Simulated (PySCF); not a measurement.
**Working out the excitation energy of Cl**

Cl [Ne] 3s2 3p5 (2P) → Cl [Ne] 3s1 3p6 (2S). Computed with PySCF 2.14 in ANO-RCC-VTZP, with scalar relativity by spin-free X2C-1e. Frozen: 1s2. Energies in hartree (1 hartree = 27.21139 eV):

| part | Cl (lower) | Cl (upper) |
| --- | --- | --- |
| UHF | -460.897308 | -460.324713 |
| MP2 opposite-spin | -0.134931 | -0.214481 |
| MP2 same-spin | -0.043181 | -0.053682 |

What does Hartree-Fock give?

(-460.324713) − (-460.897308) = 0.572595 hartree = 15.581 eV.

What do MP2 and SCS-MP2 (6/5 opposite-spin, 1/3 same-spin) give?

The opposite-spin parts differ by -2.165 eV and the same-spin parts by -0.286 eV. MP2: 15.581 + (-2.165) + (-0.286) = 13.130 eV. SCS-MP2: 15.581 + 1.2 × (-2.165) + (-0.286)/3 = 12.888 eV.

Measured between the centres of the two terms (NIST): 10.586 eV, so MP2 (valence and next inner shell) is off by 2.544 eV.

The upper state lies above the first ionisation limit, where it may autoionise and the basis confines it.

What remains against the reference includes basis incompleteness, the frozen core and correlation beyond second order.
